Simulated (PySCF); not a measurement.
Gas-phase reaction: 2 TiCl3OH = TiCl4 + TiCl2(OH)2

Computed with PySCF (xtb for GFN2) and rigid-rotor harmonic-oscillator thermochemistry at 1 bar. † marks an energy on the PBE0/def2-TZVP geometry and frequencies; other levels use their own. MP2 freezes the core. 6-31G* has spherical d functions here. All species are closed-shell singlets. TiCl3OH, TiCl2(OH)2: computed as isolated molecules; such fragments, hydroxides, amides, oligomers or adducts are transient or little studied in the gas. MP2 isn't extrapolated to the basis-set limit. Warning, point group unlike the PBE0 one: TiCl2(OH)2, TiCl3OH (GFN2-xTB, HF/6-31G*).

```csv
level,"ΔH°(298 K), kJ"
GFN2-xTB,…
HF/6-31G*,13
M06-2X/def2-TZVP†,6
MP2/def2-SVP†,6
MP2/def2-TZVPP†,…
PBE0/def2-SVP†,…
PBE0/def2-TZVP,…
LDA/def2-TZVP†,5
```

Question: Complete the blanks.

Answer: 
- GFN2-xTB, ΔH°(298 K), kJ: 24
- MP2/def2-TZVPP†, ΔH°(298 K), kJ: 2
- PBE0/def2-SVP†, ΔH°(298 K), kJ: 7
- PBE0/def2-TZVP, ΔH°(298 K), kJ: 5
